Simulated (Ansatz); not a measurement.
Two members of one family (Series SbMe2X), computed with Ansatz in the gas phase; def2 core potentials for Sb, no spin–orbit coupling. The two geometries come from different levels. Binding counts from free atoms in the multiplicity of their measured ground term, without zero-point energy. A dash marks a value that wasn't run or was left out as unsound. The structures are stationary points that may keep the symmetry of their start.

First: SbMe2Cl (singlet, charge 0, PBE-D4/def2-SVP geometry).

```csv
atom,x (Å),y (Å),z (Å)
Sb1,-0.475,1.261,-0.039
C2,1.494,0.407,-0.467
H3,1.483,-0.038,-1.483
H4,1.715,-0.373,0.285
H5,2.267,1.198,-0.421
C6,-1.458,-0.693,-0.055
H7,-2.496,-0.590,0.315
H8,-0.896,-1.385,0.601
H9,-1.475,-1.085,-1.092
Cl10,-0.161,1.299,2.357
```

```
              level  HOMO (eV)  LUMO (eV)  gap (eV)  vertical IE (eV)  vertical triplet (eV)  binding per atom (eV)
   PBE-D4/def2-TZVP      -6.07      -2.11      3.95              8.85                   3.63                   3.56
r2SCAN-D4/def2-TZVP      -6.32      -1.94      4.38              8.96                   3.68                   3.50
 B3LYP-D4/def2-TZVP      -6.94      -1.56      5.39                 –                      –                   3.51
   PBE0-D4/def2-SVP      -7.00      -1.14      5.85                 –                      –                   3.50
  ωB97M-V/def2-TZVP      -9.19       0.49      9.68                 –                      –                   3.49
```

Second: SbMe2Br (singlet, charge 0, B3LYP-D4/def2-SVP geometry).

```xyz
10

Sb    0.337    1.298   -0.034
C     1.019   -0.367    1.208
H     0.170   -1.030    1.424
H     1.440    0.017    2.148
H     1.797   -0.920    0.659
C    -0.620   -0.015   -1.496
H    -1.247    0.581   -2.174
H    -1.242   -0.754   -0.971
H     0.161   -0.529   -2.078
Br   -1.814    1.720    1.314
```

**Question.** Estimate the same table for the second.

**Answer.** 
| level | HOMO (eV) | LUMO (eV) | gap (eV) | vertical IE (eV) | vertical triplet (eV) | binding per atom (eV) |
| --- | --- | --- | --- | --- | --- | --- |
| PBE-D4/def2-TZVP | -6.00 | -2.29 | 3.71 | 8.70 | 3.43 | 3.52 |
| r2SCAN-D4/def2-TZVP | -6.25 | -2.13 | 4.12 | 8.82 | 3.48 | 3.46 |
| B3LYP-D4/def2-TZVP | -6.86 | -1.76 | 5.11 | – | – | 3.47 |
| PBE0-D4/def2-SVP | -6.94 | -1.40 | 5.54 | – | – | 3.46 |
| ωB97M-V/def2-TZVP | -9.11 | 0.25 | 9.36 | – | – | 3.45 |
